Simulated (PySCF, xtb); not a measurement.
C₃HBrClF, SMILES FC=C=C(Cl)Br.

Geometry: ωB97X-D3(BJ)/def2-SVP. This is a generated structure with no PubChem entry under its InChIKey; it may be hypothetical.

The numbers are results of C-PCM-M06-2X/def2-SVP in PySCF, not measurements.

The values are the electrostatic part of the solvation free energy, E(continuum) − E(gas) at the gas-phase geometry, in a cavity of scaled van der Waals radii (PySCF's table); cavitation and dispersion terms are not included. In vacuum the orbital gap is 8.59 eV. The dipole moment in vacuum is 1.36 D.

Computed values in water (ε = 78.36), dimethylsulfoxide (ε = 46.83), 2-propanol (ε = 19.26):
| solvent | ε | ΔG(elec) (kcal/mol) | dipole (D) | gap (eV) |
|---|---|---|---|---|
| water | 78.36 | -2.4 | 1.78 | 8.66 |
| dimethylsulfoxide | 46.83 | -2.4 | 1.78 | 8.66 |
| 2-propanol | 19.26 | -2.3 | 1.76 | 8.66 |

For comparison, GFN2-xTB/ALPB(water) (xtb, at the GFN2-xTB geometry, all terms of that model) gives -1.5 kcal/mol.
